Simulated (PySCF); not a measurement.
PySCF 2.14 output of a UHF calculation on a single atom or ion in cc-pVDZ-DK (4s3p1d, 18 functions), with the spin-free X2C one-electron Hamiltonian (Gaussian nucleus):

```
SCF conv_tol = 1e-09
number electrons alpha = 9  beta = 6
cycle= 1 E= -459.61673685559  delta_E= -8.98e-12  |g|= 8.13e-07  |ddm|= 2.03e-05
converged SCF energy = -459.61673685559  <S^2> = 3.7507746  2S+1 = 4.0003873
```

The run itself started from symmetry-adapted Hartree-Fock orbitals and held the occupation by maximum overlap, so the iterations belong to that start.

Problem. Which element, charge and spin multiplicity is this?

Solution. Cl²⁺ (chlorine, charge +2), multiplicity 4; the state was [Ne] 3s2 3p3, high-spin 4S determinant.
